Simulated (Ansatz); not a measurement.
Tl₂F₃⁻, relaxed as a singlet with RKS B3LYP-D4/def2-SVPD in Ansatz, starting from the GFN1-xTB geometry. Force threshold 0.02 eV/Å.

In the def2 sets Tl takes a core potential; there is no spin–orbit coupling. The structure comes from a short search, and lower isomers may exist.

Start:

Cartesian coordinates in Å:
```
Tl 0.004 0.754 1.064
Tl -0.041 -0.910 -1.226
F 1.743 2.037 0.224
F -2.161 0.171 -0.953
F 0.455 -2.052 0.890
```

| step | energy (eV) | largest force component (eV/Å) | SCF passes |
| --- | --- | --- | --- |
| 1 | -17542.7901 | 1.293 | 14 |
| 2 | -17543.3085 | 0.608 | 19 |
| 3 | -17543.6381 | 0.370 | 20 |
| 4 | -17543.8307 | 0.201 | 22 |
| 5 | -17543.9038 | 0.191 | 20 |
| 6 | -17543.9340 | 0.263 | 19 |
| 7 | -17543.9707 | 0.245 | 20 |
| 8 | -17544.0416 | 0.375 | 20 |
| 9 | -17544.1919 | 0.274 | 19 |
| 10 | -17544.2444 | 0.027 | 20 |
| 11 | -17544.2447 | 0.004 | 21 |

Force components are those of the run's own axes.

End:

```xyz
5

Tl   -0.314    0.764    1.476
Tl    0.313   -0.764   -1.476
F     1.250    1.141   -0.325
F    -1.614    0.322   -0.510
F     0.365   -1.463    0.834
```

Bonds formed: Tl1–F4, Tl1–F5, Tl2–F3 (atoms count from 1). Metal–metal contacts that move far: Tl1–Tl2 2.83 to 3.38 Å. The end is the same structure that another start reached, the lowest one found.

No frequencies were taken in this run, so the end may be a saddle point.

Hardware: 4 threads of Intel Xeon Platinum 8375C on a shared host. Wall time 25 s.
